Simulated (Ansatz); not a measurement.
Species: H4O4Sn, SMILES `[OH][Sn]([OH])([OH])[OH]` (charge 0, multiplicity 1).

Problem. Give a relaxed geometry from PBE-D3(BJ)/def2-TZVP run with Ansatz (a quantum-chemistry and plane-wave program).

Solution. Several could match; the one computed here: the end point of this relaxation, one of several conformers (outside a Z-matrix the atoms follow the SMILES, hydrogens last).
Z-matrix (Å, degrees):
```
Sn
O 1 1.9754
H 2 0.9743 1 109.46
O 1 1.9754 2 117.04 3 -99.52
H 4 0.9743 1 109.45 2 -99.53
O 1 1.9755 2 105.87 3 142.93
H 6 0.9743 1 109.48 2 -18.20
O 1 1.9755 2 105.78 3 18.07
H 8 0.9743 1 109.48 2 -143.05
```
